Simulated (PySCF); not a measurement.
TDDFT excited states: C3H11PSi2

C3H11PSi2.
InChI=1S/C3H11PSi2/c1-6(4)2-5-3-6/h2-5H2,1H3

The calculation used TDDFT CAM-B3LYP/def2-SVPD, vertical, gas phase, core orbitals frozen in the response (PySCF). One conformer (not necessarily the lowest) at the GFN2-xTB geometry, without solvent, vibrations or thermal averaging. Torsions of this conformer, `[CH3:1][Si:2]1([PH2:3])[CH2:4][SiH2:5][CH2:6]1`: H–P3–Si2–C1 159°, H–P3–Si2–C1 67°.

```tsv
state	E (eV)	λ (nm)	ν̃ (cm⁻¹)	f	|μ| (D)	main configurations (H = HOMO, L = LUMO)
S1	6.41	193.5	51670	0.018	0.87	H→L+1 (54%), H→L+4 (13%), H→L+3 (11%)
S2	6.48	191.4	52260	0.020	0.91	H→L (77%)
S3	6.62	187.1	53430	0.048	1.38	H→L+3 (29%), H→L+1 (24%), H→L+4 (22%)
S4	6.98	177.6	56290	0.150	2.38	H→L+3 (37%), H→L+4 (35%), H→L+5 (10%)
S5	7.18	172.8	57880	0.0085	0.56	H-1→L (39%), H→L+2 (31%)
S6	7.21	171.9	58180	0.174	2.52	H-1→L (19%), H→L+2 (16%), H-1→L+1 (15%)
S7	7.43	166.8	59960	0.036	1.13	H-1→L+1 (39%), H-1→L+3 (23%)
S8	7.51	165.1	60580	0.045	1.26	H-1→L+3 (20%), H-1→L (11%), H-1→L+2 (8%)
```

Triplets (Tamm–Dancoff): T1 5.62 eV, H→L (37%), H→L+3 (22%), H→L+7 (8%); T2 5.77 eV, H→L+4 (40%), H→L+3 (15%), H→L+5 (10%); T3 6.28 eV, H→L+1 (62%).

The lowest singlet lies at 6.41 eV (194 nm, vacuum ultraviolet) and is weak; its leading configuration is HOMO→LUMO+1 (54%). The most intense listed level is S6 at 7.21 eV (172 nm, f = 0.174), 0.81 eV above S1. Löwdin shares by element: HOMO phosphorus 48%, silicon 18%, carbon 15% or more (atoms not listed hold the other 20%); LUMO silicon 28%, phosphorus 14%, carbon 9% or more (atoms not listed hold the other 49%). The oscillator strengths of these states sum to 0.500; summed over the whole spectrum of an exact calculation they would give the number of electrons, 72 (Thomas–Reiche–Kuhn). Weighted by f, the mean energy of these states is 7.07 eV. The listed states span 1.10 eV, and the widest gap between neighbours is 0.35 eV (S3 to S4). Singlets were solved by full linear response, triplets in the Tamm–Dancoff approximation.
